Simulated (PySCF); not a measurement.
AlCl₂F, singlet, at a GFN2-xTB geometry (such geometries of metal compounds can be far from the true shape), with bond 4-1 at 1.4 times its length; PySCF with SA2-CASSCF(4,5)/6-31G*.

Here is a job for PySCF.
```python
from pyscf import gto, scf, mcscf
import numpy

mol = gto.M(
    atom='''
Al    0.26049093   -0.08764429   -0.04175947
F     1.81131056   -0.60943016   -0.29037235
Cl   -0.55281511   -0.51900402    1.75475633
Cl   -0.95163450    1.30718958   -2.18003072
''',
    basis='6-31g*',
    verbose=4,
)

mf = scf.RHF(mol)
mf.kernel()
mc = mcscf.CASSCF(mf, 5, 4)
mc.fix_spin_(ss=0.0)
mc = mc.state_average_([0.5, 0.5])
mc.kernel()
```

Write the output that PySCF gives for this input, abridged.


```
PySCF version 2.14.0

[INPUT] verbose = 4
[INPUT] num. atoms = 4
[INPUT] num. electrons = 56
[INPUT] charge = 0
[INPUT] spin (= nelec alpha-beta = 2S) = 0
[INPUT] symmetry False subgroup None
[INPUT] Mole.unit = angstrom
[INPUT] Symbol           X                Y                Z      unit          X                Y                Z       unit  Magmom
[INPUT]  1 Al     0.260490930000  -0.087644290000  -0.041759470000 AA    0.492256515633  -0.165623704482  -0.078913961407 Bohr   0.0
[INPUT]  2 F      1.811310560000  -0.609430160000  -0.290372350000 AA    3.422880884933  -1.151656094450  -0.548724215646 Bohr   0.0
[INPUT]  3 Cl    -0.552815110000  -0.519004020000   1.754756330000 AA   -1.044669155421  -0.980775455348   3.316008879047 Bohr   0.0
[INPUT]  4 Cl    -0.951634500000   1.307189580000  -2.180030720000 AA   -1.798328575687   2.470230299085  -4.119661003938 Bohr   0.0

nuclear repulsion = 218.710681902429
number of shells = 30
number of NR pGTOs = 180
number of NR cGTOs = 68
basis = 6-31g*
ecp = {}

******** <class 'pyscf.scf.hf.RHF'> ********
method = RHF
initial guess = minao
damping factor = 0
level_shift factor = 0
DIIS = <class 'pyscf.scf.diis.CDIIS'>
diis_start_cycle = 1
diis_space = 8
diis_damp = 0
SCF conv_tol = 1e-09
SCF conv_tol_grad = None
SCF max_cycles = 50
direct_scf = True
direct_scf_tol = 1e-13
Set gradient conv threshold to 3.16228e-05
Initial guess from minao.
init E= -1260.26891377537
  HOMO = -0.442555233120038  LUMO = -0.116441812530617  gap/eV = 8.87400
cycle= 1 E= -1260.34164992365  delta_E= -0.0727  |g|= 0.609  |ddm|= 1.79
  HOMO = -0.359898213034087  LUMO = -0.0621419709079394  gap/eV = 8.10236
cycle= 2 E= -1260.41887003858  delta_E= -0.0772  |g|= 0.369  |ddm|= 0.953
  HOMO = -0.41933088842487  LUMO = -0.0337380032232395  gap/eV = 10.49252
cycle= 3 E= -1260.44569382153  delta_E= -0.0268  |g|= 0.0388  |ddm|= 0.299
  HOMO = -0.42780635958152  LUMO = -0.0221875002271599  gap/eV = 11.03745
cycle= 4 E= -1260.44638790921  delta_E= -0.000694  |g|= 0.0139  |ddm|= 0.0638
  HOMO = -0.425862458745453  LUMO = -0.0212952478513269  gap/eV = 11.00883
cycle= 5 E= -1260.44650717704  delta_E= -0.000119  |g|= 0.00406  |ddm|= 0.0259
  HOMO = -0.427699719334611  LUMO = -0.0215108519173297  gap/eV = 11.05296
cycle= 6 E= -1260.44652224565  delta_E= -1.51e-05  |g|= 0.00114  |ddm|= 0.0109
  HOMO = -0.427776295851891  LUMO = -0.0213613453532457  gap/eV = 11.05911
cycle= 7 E= -1260.44652390508  delta_E= -1.66e-06  |g|= 0.000403  |ddm|= 0.00378
  HOMO = -0.428008910165075  LUMO = -0.0213567667029735  gap/eV = 11.06557
cycle= 8 E= -1260.44652407909  delta_E= -1.74e-07  |g|= 7.73e-05  |ddm|= 0.00144
  HOMO = -0.428012921390674  LUMO = -0.0213458104054096  gap/eV = 11.06598
cycle= 9 E= -1260.44652408461  delta_E= -5.52e-09  |g|= 2.07e-05  |ddm|= 0.000257
  HOMO = -0.428017701294887  LUMO = -0.0213449223155773  gap/eV = 11.06613
cycle= 10 E= -1260.44652408501  delta_E= -4.02e-10  |g|= 7.38e-06  |ddm|= 5.85e-05
  HOMO = -0.428016939204067  LUMO = -0.0213455638269053  gap/eV = 11.06609
Extra cycle  E= -1260.44652408507  delta_E= -6.18e-11  |g|= 4e-06  |ddm|= 1.88e-05
converged SCF energy = -1260.44652408507

******** <class 'pyscf.mcscf.addons.StateAverageCASSCF'> ********
CAS (2e+2e, 5o), ncore = 26, nvir = 37
max_cycle_macro = 50
max_cycle_micro = 4
conv_tol = 1e-07
conv_tol_grad = None
orbital rotation max_stepsize = 0.02
orbital rotation threshold for CI restart = 0.01
augmented hessian ah_max_cycle = 30
augmented hessian ah_conv_tol = 1e-12
augmented hessian ah_linear dependence = 1e-14
augmented hessian ah_level shift = 1e-08
augmented hessian ah_start_tol = 2.5
augmented hessian ah_start_cycle = 3
augmented hessian ah_grad_trust_region = 3
kf_trust_region = 3
kf_interval = 4
ci_response_space = 4
ci_grad_trust_region = 3
with_dep4 0
natorb = False
canonicalization = True
sorting_mo_energy = False
ao2mo_level = 2
internal_rotation = False
******** <class 'pyscf.mcscf.addons.StateAverageSpinPenaltyFCISolver'> ********
max. cycles = 50
conv_tol = 1e-08
davidson only = True
linear dependence = 1e-12
level shift = 0.001
max iter space = 12
nroots = 2
pspace_size = 400
spin = None
State-average over 2 states with weights [0.5, 0.5]
CASCI E = -1260.35960557609  S^2 = 0.0000000
Set conv_tol_grad to 0.000316228
macro iter   1 ( 21 JK    4 micro), CASSCF E = -1260.38222283305  dE = -2.26172570e-02  S^2 = 0.0000000
               |grad[o]|=0.158  |ddm|=0.0152  |maxRot[o]|=0.295
macro iter   2 ( 21 JK    4 micro), CASSCF E = -1260.39001125597  dE = -7.78842292e-03  S^2 = 0.0000000
               |grad[o]|=0.0578  |ddm|=0.00688  |maxRot[o]|=0.312
macro iter   3 ( 21 JK    4 micro), CASSCF E = -1260.39247555677  dE = -2.46430080e-03  S^2 = 0.0000000
               |grad[o]|=0.025  |ddm|=0.0041  |maxRot[o]|=0.313
macro iter   4 ( 10 JK    3 micro), CASSCF E = -1260.39248142964  dE = -5.87287559e-06  S^2 = 0.0000000
               |grad[o]|=0.00137  |ddm|=0.000977  |maxRot[o]|=0.0125
macro iter   5 (  1 JK    1 micro), CASSCF E = -1260.39248143022  dE = -5.71162673e-10  S^2 = 0.0000000
               |grad[o]|=2.72e-05  |ddm|=2.61e-05  |maxRot[o]|=    0
1-step CASSCF converged in   5 macro ( 74 JK  16 micro) steps
CASSCF canonicalization
Density matrix diagonal elements [1.98897946 1.49077693 0.50019855 0.01081442 0.00923063]
CASSCF energy = -1260.39248143022
CASCI E = -1260.39248143022  E(CI) = -4.28533252084753  S^2 = 0.0000000
CASCI state-averaged energy = -1260.39248143022
CASCI energy for each state
  State 0 weight 0.5  E = -1260.44942272317 S^2 = 0.0000000
  State 1 weight 0.5  E = -1260.33554013726 S^2 = 0.0000000
```
